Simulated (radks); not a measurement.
Question: Coulomb parameter of the 4f shell of neutral holmium in the model configuration [Xe] 4f9 6s2 6p2, as a second difference U = [E(n + 0.5) + E(n - 0.5) - 2 E(n)] / (0.5)^2 with all orbitals relaxed. "Bare": the charge of the atom changes with n. "Screened": the 6p shell takes up the change at fixed total charge, which measures U(4f,4f) + U(6p,6p) - 2 U(4f,6p). Method: scalar-relativistic Kohn-Sham, r2SCAN, spin-unpolarised, spherical densities, finite nucleus; meta-GGA in the generalised Kohn-Sham scheme; Fermi nuclear charge, rms radius 5.2022 fm; computed with a radial shooting solver on a logarithmic mesh with Libxc functionals. Estimate both.

Answer: U(bare) = 16.906 eV, U(screened by 6p) = 10.603 eV, against the Slater integral F0(4f,4f) = 33.693 eV with frozen orbitals. The step up makes a negative ion, whose loosely bound charge lowers the bare value.
